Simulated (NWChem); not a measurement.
# AlHI$_{2}$; SMILES [AlH]([I])[I]

All runs: NWChem. def2 effective core potentials on I; no spin-orbit coupling. Each level has its own optimisation; frequencies are unscaled.

| level | r Al–H (Å) | r Al–I (Å) | highest harmonic frequency (cm⁻¹) | lowest (cm⁻¹) | zero-point energy (kcal/mol) |
|---|---|---|---|---|---|
| LDA (Slater exchange, VWN5)/def2-SVP | 1.588 | 2.453 | 1914 | 76 | 5.3 |
| PBE/def2-SVP | 1.586 | 2.481 | 1921 | 76 | 5.3 |
| PBE0/def2-SVP | 1.574 | 2.462 | 1991 | 79 | 5.5 |
